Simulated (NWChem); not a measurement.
A series in which one site is exchanged, each optimised at PBE0/def2-SVP with NWChem, gas phase unless a solvent is named. All stand in one matching conformer (torsions within 35°), which need not be the lowest. This build's default masses of Se (78.918 u) and Br (79.917 u) are each other's, which moves their modes by up to 0.6 %. Shieldings are non-relativistic GIAO values without spin-orbit effects.

A: NBF (BNH3F; site = H)
B: NB(F)Cl (BNH₂ClF; site = Cl)
C: NB(F)Br (BNH$_{2}$BrF; site = Br)
D: NB(F)F (BNH₂F₂; site = F)

| quantity | A | B | C | D |
|---|---|---|---|---|
| dipole (D), PBE0/def2-SVP | ? | 2.96 | 3.05 | 2.82 |
| orbital gap (eV), PBE0/def2-SVP | ? | 9.76 | 9.18 | 10.01 |
| 11B shift against boron trifluoride, PBE0/pcSseg-1 (ppm) | ? | 14.9 | 17.6 | 6.6 |

Task: What belongs in the gaps?

Result: 
- dipole (D), PBE0/def2-SVP, A: 2.55
- orbital gap (eV), PBE0/def2-SVP, A: 9.71
- 11B shift against boron trifluoride, PBE0/pcSseg-1 (ppm), A: 15.7
